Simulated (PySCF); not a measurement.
A calculated (MN15, PySCF 2.14, x2c-TZVPPall, the spin-free X2C one-electron Hamiltonian (Gaussian nucleus)) atom or ion has these occupied shells.

```tsv
shell	electrons	orbital energy (eV)	rms radius, mean of both spins (bohr)
1s β	1	-8195.9	0.0624
1s α	1	-8195.9	0.0624
2s α	1	-967.19	0.268
2s β	1	-967.08	0.268
2p α	3	-843.88	0.238
2p β	3	-843.68	0.238
3s α	1	-106.88	0.811
3s β	1	-106.30	0.811
3p α	3	-70.548	0.858
3p β	3	-69.693	0.858
3d α	5	-8.403	1.30
3d β	4	-7.357	1.30
4s α	1	-6.047	3.31
```

(1) Name the element and its charge.

Results:

(1) Ni (nickel, neutral), in [Ar] 3d9 4s1, high-spin 3D determinant (an excited configuration).
